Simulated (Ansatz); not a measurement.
All values below come from frozen-core CCSD(T)/cc-pVTZ // B3LYP-D3(BJ)/def2-TZVP in Ansatz (an electronic-structure program). The restricted HF reference is unstable towards unrestricted orbitals.

Ansatz 0.2 input:
```yaml
crystal:
  periodic: [false, false, false]
  atoms:
    - { symbol: C, position_ang: [-1.880932, 0.178459, 0.312634] }
    - { symbol: N, position_ang: [-1.02293, -0.745494, 0.316658] }
    - { symbol: Si, position_ang: [0.580955, -0.757464, -0.30362] }
    - { symbol: C, position_ang: [1.742624, 0.45938, -0.06126] }
    - { symbol: H, position_ang: [-1.741474, 1.146415, -0.187061] }
    - { symbol: H, position_ang: [-2.836308, 0.042965, 0.828482] }
    - { symbol: H, position_ang: [0.858945, -2.03144, -0.978935] }
    - { symbol: H, position_ang: [2.762572, 0.330242, -0.400709] }
    - { symbol: H, position_ang: [1.536548, 1.376936, 0.473809] }
basis:
  gaussian: { orbitals: cc-pVTZ }
correlation:
  method: ccsd_t
```

Output:

```
Functional definition: HF
1108 factors; integrals over basis functions are off by at most 1.1e-3 eV
mean field evaluation 1: about -11479.5486 eV, gradient 3.9e1 eV
mean field evaluation 2: about -11479.7729 eV, gradient 3.9e1 eV
mean field evaluation 4: about -11483.6859 eV, gradient 3.7e0 eV
mean field evaluation 8: about -11483.7598 eV, gradient 4.8e-1 eV
mean field evaluation 16: about -11483.7617 eV, gradient 1.8e-6 eV
mean field -11483.76168025 eV, -422.0204577759 hartree, gradient 1.8e-6 eV, S^2 0.000000; 0 other end points of the search recorded, 0 dependent functions left out; unrestricted orbitals would lower it
8 core orbitals not correlated
reference -11483.76168025 eV, -422.0204577759 hartree; 11, 11 occupied and 175, 175 virtual orbitals, 1108 factors
second order -17.48517055 eV of doubles, -0.00000000 eV of singles
cycle   1  -17.77328162 eV  change   -2.9e-1 eV  update   1.0e-1
cycle   2  -18.29247577 eV  change   -5.2e-1 eV  update   3.4e-2
cycle   3  -18.41251317 eV  change   -1.2e-1 eV  update   1.9e-2
cycle   4  -18.40306205 eV  change    9.5e-3 eV  update   5.7e-3
cycle   5  -18.40306770 eV  change   -5.6e-6 eV  update   3.5e-3
cycle   6  -18.40431926 eV  change   -1.3e-3 eV  update   1.2e-3
cycle   7  -18.40398555 eV  change    3.3e-4 eV  update   6.3e-4
cycle   8  -18.40394892 eV  change    3.7e-5 eV  update   2.3e-4
cycle   9  -18.40398268 eV  change   -3.4e-5 eV  update   9.2e-5
cycle  10  -18.40393881 eV  change    4.4e-5 eV  update   3.5e-5
cycle  11  -18.40394339 eV  change   -4.6e-6 eV  update   1.5e-5
perturbative correction -0.88342805 eV, -0.0324653821 hartree
Total energy: -11503.04905169 eV, -422.7292556029 hartree
```

Cost: around 70 core-seconds (rough).
